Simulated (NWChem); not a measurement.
C2H8N cation; SMILES C[NH2+]C

Computed with NWChem. Geometry: optimised at PBE0/def2-SVP.

For level B3LYP/cc-pVDZ:

| Property | Value |
|---|---|
| orbital gap (eV) | 11.45 |

Problem. How do the values read with level B3LYP/aug-cc-pVDZ instead?

Solution. 
- orbital gap (eV): 10.92
